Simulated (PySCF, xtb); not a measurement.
Si(CCH)(H)2(OH) (C2H4OSi), SMILES C([SiH2]O)#C. The values are those of a single conformer.

Harmonic wavenumbers (cm⁻¹) from GFN2-xTB (xtb) at its own minimum, in rising order: 134, 200, 253, 316, 512, 595, 647, 683, 683, 747, 767, 800, 894, 2212, 2222, 2323, 3350, 3687.

### Question
What does PBE-D3(BJ)/def2-SVP (PySCF 2.14.0) give at its own minimum? (The exact figures need the calculation; the answer reports its results.)

### Answer
131, 202, 237, 365, 608, 619, 690, 711, 712, 807, 887, 891, 928, 2082, 2156, 2214, 3388, 3763. Paired by order, the mean absolute difference is 57 cm⁻¹ and the zero-point energies are 30.1 and 30.6 kcal/mol.
